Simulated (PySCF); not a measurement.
C$_{2}$F$_{2}$N (SMILES N#C[C](F)F), doublet (typed; the unrestricted solution is spin-contaminated), geometry from GFN2-xTB, with bond 4-1 at 2.0 times its length; HF/6-31G (PySCF).

PySCF was given this input:
```python
from pyscf import gto, scf

mol = gto.M(
    atom='''
C     0.00264829   -0.06828774   -0.33519194
C    -0.00792577    0.20437077    1.00315867
F     1.10369101   -0.18963354   -1.05085347
F    -2.17670847   -0.41166854   -1.78061884
N    -0.01689762    0.43571527    2.13871848
''',
    basis='6-31g',
    spin=1,
    verbose=4,
)

mf = scf.UHF(mol)
mf.init_guess = 'atom'
mf.kernel()
mf.analyze()
```

It wrote (shortened):

```
PySCF version 2.14.0

[INPUT] verbose = 4
[INPUT] num. atoms = 5
[INPUT] num. electrons = 37
[INPUT] charge = 0
[INPUT] spin (= nelec alpha-beta = 2S) = 1
[INPUT] symmetry False subgroup None
[INPUT] Mole.unit = angstrom
[INPUT] Symbol           X                Y                Z      unit          X                Y                Z       unit  Magmom
[...]
nuclear repulsion = 124.215256730634
number of shells = 25
number of NR pGTOs = 110
number of NR cGTOs = 45
basis = 6-31g
ecp = {}

******** <class 'pyscf.scf.uhf.UHF'> ********
method = UHF
initial guess = atom
damping factor = 0
level_shift factor = 0
DIIS = <class 'pyscf.scf.diis.CDIIS'>
diis_start_cycle = 1
diis_space = 8
diis_damp = 0
SCF conv_tol = 1e-09
SCF conv_tol_grad = None
SCF max_cycles = 50
direct_scf = True
direct_scf_tol = 1e-13
number electrons alpha = 19  beta = 18
Set gradient conv threshold to 3.16228e-05
Spherically averaged atomic HF for {'C', 'F', 'N'}

******** <class 'pyscf.scf.atom_hf.AtomSphAverageRHF'> ********
method = AtomSphAverageRHF
initial guess = minao
damping factor = 0
level_shift factor = 0
DIIS = <class 'pyscf.scf.diis.CDIIS'>
diis_start_cycle = 1
diis_space = 8
diis_damp = 0
SCF conv_tol = 1e-09
SCF conv_tol_grad = None
SCF max_cycles = 50
direct_scf = True
direct_scf_tol = 1e-13
atom = C
Set gradient conv threshold to 3.16228e-05
Initial guess from minao.
init E= -37.2760277011609
cycle= 1 E= -37.3124925813144  delta_E= -0.0365  |g|=    0  |ddm|= 0.352
cycle= 2 E= -37.3151528640331  delta_E= -0.00266  |g|=    0  |ddm|= 0.13
cycle= 3 E= -37.3153722895858  delta_E= -0.000219  |g|=    0  |ddm|= 0.0234
cycle= 4 E= -37.3153754157194  delta_E= -3.13e-06  |g|=    0  |ddm|= 0.00545
cycle= 5 E= -37.3153754158137  delta_E= -9.42e-11  |g|=    0  |ddm|= 1.35e-05
Extra cycle  E= -37.3153754158138  delta_E= -1.28e-13  |g|=    0  |ddm|= 1.01e-06
Atomic HF for atom  C  converged. SCF energy = -37.3153754158138

******** <class 'pyscf.scf.atom_hf.AtomSphAverageRHF'> ********
method = AtomSphAverageRHF
initial guess = minao
damping factor = 0
level_shift factor = 0
DIIS = <class 'pyscf.scf.diis.CDIIS'>
diis_start_cycle = 1
diis_space = 8
diis_damp = 0
SCF conv_tol = 1e-09
SCF conv_tol_grad = None
SCF max_cycles = 50
direct_scf = True
direct_scf_tol = 1e-13
atom = F
Set gradient conv threshold to 3.16228e-05
Initial guess from minao.
init E= -98.9952075031685
cycle= 1 E= -99.0141572376525  delta_E= -0.0189  |g|=    0  |ddm|= 0.0165
cycle= 2 E= -99.0141954013822  delta_E= -3.82e-05  |g|=    0  |ddm|= 0.0131
cycle= 3 E= -99.0142037340484  delta_E= -8.33e-06  |g|=    0  |ddm|= 0.00383
cycle= 4 E= -99.0142037698912  delta_E= -3.58e-08  |g|=    0  |ddm|= 0.000372
cycle= 5 E= -99.0142037699048  delta_E= -1.36e-11  |g|=    0  |ddm|= 6.09e-06
Extra cycle  E= -99.0142037699047  delta_E= 5.68e-14  |g|=    0  |ddm|= 1.47e-09
Atomic HF for atom  F  converged. SCF energy = -99.0142037699047

******** <class 'pyscf.scf.atom_hf.AtomSphAverageRHF'> ********
method = AtomSphAverageRHF
initial guess = minao
damping factor = 0
level_shift factor = 0
DIIS = <class 'pyscf.scf.diis.CDIIS'>
diis_start_cycle = 1
diis_space = 8
diis_damp = 0
SCF conv_tol = 1e-09
SCF conv_tol_grad = None
SCF max_cycles = 50
direct_scf = True
direct_scf_tol = 1e-13
atom = N
Set gradient conv threshold to 3.16228e-05
Initial guess from minao.
init E= -53.774201264813
cycle= 1 E= -53.8174843595557  delta_E= -0.0433  |g|=    0  |ddm|= 0.389
cycle= 2 E= -53.8224575190581  delta_E= -0.00497  |g|=    0  |ddm|= 0.166
cycle= 3 E= -53.8231985450595  delta_E= -0.000741  |g|=    0  |ddm|= 0.0409
cycle= 4 E= -53.8232061254268  delta_E= -7.58e-06  |g|=    0  |ddm|= 0.00674
cycle= 5 E= -53.8232061254671  delta_E= -4.02e-11  |g|=    0  |ddm|= 1.85e-05
Extra cycle  E= -53.8232061254683  delta_E= -1.29e-12  |g|=    0  |ddm|= 2.74e-06
Atomic HF for atom  N  converged. SCF energy = -53.8232061254683

init E= -329.463682085352

cycle= 1 E= -328.289875740106  delta_E= 1.17  |g|= 0.735  |ddm|= 1.75
cycle= 2 E= -325.998746340829  delta_E= 2.29  |g|=  1.9  |ddm|= 2.18
cycle= 3 E= -328.518380852175  delta_E= -2.52  |g|= 0.403  |ddm|= 1.94
cycle= 4 E= -328.574814906104  delta_E= -0.0564  |g|= 0.217  |ddm|= 0.307
cycle= 5 E= -328.618447378926  delta_E= -0.0436  |g|= 0.0728  |ddm|= 0.276
cycle= 6 E= -328.642335915316  delta_E= -0.0239  |g|= 0.0927  |ddm|= 0.202
cycle= 7 E= -328.625990681119  delta_E= 0.0163  |g|= 0.0791  |ddm|= 0.151
cycle= 8 E= -328.552779172653  delta_E= 0.0732  |g|= 0.35  |ddm|= 0.729
cycle= 9 E= -328.555995199255  delta_E= -0.00322  |g|= 0.369  |ddm|= 0.0843
cycle= 10 E= -328.550945624666  delta_E= 0.00505  |g|= 0.352  |ddm|= 0.0751
cycle= 11 E= -328.574334736457  delta_E= -0.0234  |g|= 0.305  |ddm|= 0.167
cycle= 12 E= -328.576233144646  delta_E= -0.0019  |g|= 0.302  |ddm|= 0.0231
cycle= 13 E= -328.550460635549  delta_E= 0.0258  |g|= 0.36  |ddm|= 0.174
cycle= 14 E= -328.535973563748  delta_E= 0.0145  |g|= 0.371  |ddm|= 0.0947
cycle= 15 E= -328.605279631711  delta_E= -0.0693  |g|= 0.0645  |ddm|= 0.57
cycle= 16 E= -328.608415482131  delta_E= -0.00314  |g|= 0.0673  |ddm|= 0.0579
cycle= 17 E= -328.610241493322  delta_E= -0.00183  |g|= 0.0499  |ddm|= 0.0607
cycle= 18 E= -328.609654211506  delta_E= 0.000587  |g|= 0.0485  |ddm|= 0.0103
cycle= 19 E= -328.60832869097  delta_E= 0.00133  |g|= 0.0441  |ddm|= 0.142
cycle= 20 E= -328.607490817202  delta_E= 0.000838  |g|= 0.0424  |ddm|= 0.201
cycle= 21 E= -328.610104582916  delta_E= -0.00261  |g|= 0.0292  |ddm|= 0.132
cycle= 22 E= -328.61289219069  delta_E= -0.00279  |g|= 0.0296  |ddm|= 0.126
cycle= 23 E= -328.613235315646  delta_E= -0.000343  |g|= 0.0151  |ddm|= 0.0401
cycle= 24 E= -328.613984133291  delta_E= -0.000749  |g|= 0.0104  |ddm|= 0.0504
cycle= 25 E= -328.614452647381  delta_E= -0.000469  |g|= 0.0142  |ddm|= 0.0697
cycle= 26 E= -328.614802685585  delta_E= -0.00035  |g|= 0.00863  |ddm|= 0.0448
cycle= 27 E= -328.614973558436  delta_E= -0.000171  |g|= 0.00266  |ddm|= 0.0276
cycle= 28 E= -328.615030908645  delta_E= -5.74e-05  |g|= 0.00186  |ddm|= 0.017
cycle= 29 E= -328.615047857711  delta_E= -1.69e-05  |g|= 0.00165  |ddm|= 0.00981
cycle= 30 E= -328.615063079715  delta_E= -1.52e-05  |g|= 0.000915  |ddm|= 0.00962
cycle= 31 E= -328.615068077661  delta_E= -5e-06  |g|= 0.000658  |ddm|= 0.00468
cycle= 32 E= -328.615071565672  delta_E= -3.49e-06  |g|= 0.000368  |ddm|= 0.00538
cycle= 33 E= -328.615072578247  delta_E= -1.01e-06  |g|= 0.000436  |ddm|= 0.00244
cycle= 34 E= -328.615072406437  delta_E= 1.72e-07  |g|= 0.000355  |ddm|= 0.000445
cycle= 35 E= -328.615072220755  delta_E= 1.86e-07  |g|= 0.000147  |ddm|= 0.00119
cycle= 36 E= -328.61507223773  delta_E= -1.7e-08  |g|= 8.21e-05  |ddm|= 0.000623
cycle= 37 E= -328.615072242728  delta_E= -5e-09  |g|= 4.61e-05  |ddm|= 0.000359
cycle= 38 E= -328.61507225158  delta_E= -8.85e-09  |g|= 3.51e-05  |ddm|= 0.000263
cycle= 39 E= -328.615072253165  delta_E= -1.59e-09  |g|= 2.22e-05  |ddm|= 0.000103
cycle= 40 E= -328.615072254848  delta_E= -1.68e-09  |g|= 1.73e-05  |ddm|= 0.000136
cycle= 41 E= -328.615072255828  delta_E= -9.81e-10  |g|= 7.55e-06  |ddm|= 7.3e-05
Extra cycle  E= -328.615072255958  delta_E= -1.29e-10  |g|= 6.53e-06  |ddm|= 1.31e-05
converged SCF energy = -328.615072255958  <S^2> = 1.2136361  2S+1 = 2.4196166
**** SCF Summaries ****
Total Energy =                        -328.615072255957557
Nuclear Repulsion Energy =             124.215256730634223
One-electron Energy =                 -699.257259579551601
Two-electron Energy =                  246.426930592959849
Two-electron Coulomb Energy =          283.228506031377378
DFT Exchange-Correlation Energy =      -36.801575438417530
**** MO energy ****
                             alpha | beta                alpha | beta
[...]
To work with the spin densities directly, `use mulliken_meta_spin()` only printing them here.

 ** Mulliken spin pop alpha/beta on meta-lowdin orthogonal AOs **
 ** Mulliken Spin Density (per AO)  **
spin_pop of  0 C 1s        0.00000
spin_pop of  0 C 2s        0.22038
spin_pop of  0 C 3s       -0.00278
spin_pop of  0 C 2px       0.31259
spin_pop of  0 C 2py       0.17329
spin_pop of  0 C 2pz       0.16768
spin_pop of  0 C 3px      -0.00007
spin_pop of  0 C 3py       0.00163
spin_pop of  0 C 3pz       0.00234
spin_pop of  1 C 1s        0.00000
spin_pop of  1 C 2s       -0.05536
spin_pop of  1 C 3s        0.00131
spin_pop of  1 C 2px      -0.32367
spin_pop of  1 C 2py      -0.26180
spin_pop of  1 C 2pz      -0.03580
spin_pop of  1 C 3px       0.00074
spin_pop of  1 C 3py       0.00024
spin_pop of  1 C 3pz      -0.00012
spin_pop of  2 F 1s       -0.00000
spin_pop of  2 F 2s        0.00133
spin_pop of  2 F 3s        0.00026
spin_pop of  2 F 2px       0.01817
spin_pop of  2 F 2py      -0.01555
spin_pop of  2 F 2pz      -0.01280
spin_pop of  2 F 3px       0.00035
spin_pop of  2 F 3py       0.00026
spin_pop of  2 F 3pz       0.00045
spin_pop of  3 F 1s       -0.00000
spin_pop of  3 F 2s        0.00183
spin_pop of  3 F 3s       -0.00021
spin_pop of  3 F 2px       0.18419
spin_pop of  3 F 2py      -0.23448
spin_pop of  3 F 2pz       0.07141
spin_pop of  3 F 3px      -0.00230
spin_pop of  3 F 3py       0.00214
spin_pop of  3 F 3pz      -0.00098
spin_pop of  4 N 1s       -0.00000
spin_pop of  4 N 2s        0.02268
spin_pop of  4 N 3s       -0.00083
spin_pop of  4 N 2px       0.38074
spin_pop of  4 N 2py       0.34681
spin_pop of  4 N 2pz       0.03546
spin_pop of  4 N 3px      -0.00006
spin_pop of  4 N 3py       0.00020
spin_pop of  4 N 3pz       0.00031
 ** Mulliken Spin Density (per atom)  **
spin density of  0 C =      0.87506
spin density of  1 C =     -0.67444
spin density of  2 F =     -0.00753
spin density of  3 F =      0.02161
spin density of  4 N =      0.78530
 ** Mulliken pop alpha/beta on meta-lowdin orthogonal AOs **
 ** Mulliken pop       alpha | beta **
In total            19.00000 | 18.00000
 ** Mulliken atomic charges   ( Nelec_alpha | Nelec_beta ) **
charge of  0C =      0.54145  (     3.16681      2.29175 )
charge of  1C =      0.06368  (     2.63094      3.30538 )
charge of  2F =     -0.14313  (     4.56780      4.57533 )
charge of  3F =     -0.47881  (     4.75021      4.72860 )
charge of  4N =      0.01681  (     3.88424      3.09894 )
Dipole moment(X, Y, Z, Debye):  4.65911,  0.78662,  3.34771
```
